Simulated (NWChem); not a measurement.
# SiNH2F, singlet; SMILES N[Si]F

```xyz
5

Si    -0.6434     0.0506     0.0000
F      0.4310     1.2984     0.0000
N      0.4907    -1.2340     0.0000
H      1.5010    -1.1134     0.0000
H      0.2134    -2.2102     0.0000
```
Atoms are numbered in this order, from 1.

Program: NWChem. Pople sets run with spherical d functions. Low-valent species are run as closed-shell singlets; no triplet was tried in these runs. Structure relaxed at the PBE0/def2-SVP level. Isolated, static molecule.

GIAO at B3LYP/6-31G*: principal shieldings of Si1 are 100.4, 338.1, 483.0 ppm; an isolated tetramethylsilane molecule has σ = 415.4 ppm at the same levels.

### Question
Find the isotropic 29Si shift, its principal values, the span and the skew.

### Answer

1. σ(iso) = one third of the sum = 307.2 ppm.
2. δ = σ(reference) − σ = 108.2 ppm against tetramethylsilane.
3. δ11, δ22, δ33 = 315.0, 77.3, -67.6 ppm.
4. Span Ω = δ11 − δ33 = 382.6 ppm; skew κ = 3(δ22 − δ(iso))/Ω = -0.24.
